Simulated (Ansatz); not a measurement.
Consider the redistribution: `BCO[SiH3]` + `C=[C]([AlH2])S` → `B[C](=C)[AlH2]` + `[SiH3]OCS`.

Isolated molecules relaxed with PBE0-D4/def2-TZVP in Ansatz; ΔE leaves out vibrations. CBS: MP2 limit from def2 TZ/QZ plus the TZ coupled-cluster correction, frozen cores. Functionals use def2-TZVPP. HSE06 is defined as in plane-wave codes. Each species was taken in one conformer, which may not be the lowest.

(1) Is it downhill or uphill in electronic energy at CCSD(T)/CBS, and by how much? (Estimate.)

(2) What do these levels give: r2SCAN-D4, PBE0-D4, HSE06, MP2/def2-QZVPP, SCS-MP2/def2-QZVPP, HF/CBS(def2)? (Best estimate.)

Largest T1 diagnostic among the species: 0.012.

## Answers

(1) Ansatz gave: Nearly level: ΔE = -0.5 kcal/mol.

(2) The calculation gave: r2SCAN-D4 1.5, PBE0-D4 0.7, HSE06 0.6, MP2/def2-QZVPP -0.4, SCS-MP2/def2-QZVPP -0.9, HF/CBS(def2) -2.7 kcal/mol.

From PBE to PBE0 (25 % exact exchange), in def2-TZVPP and without D4, ΔE moves by −0.8 kcal/mol. In def2-TZVPP, CCSD(T) changes the Hartree–Fock value by +1.8 kcal/mol (the triples alone add +0.1 kcal/mol) and MP2 by +2.0 kcal/mol.
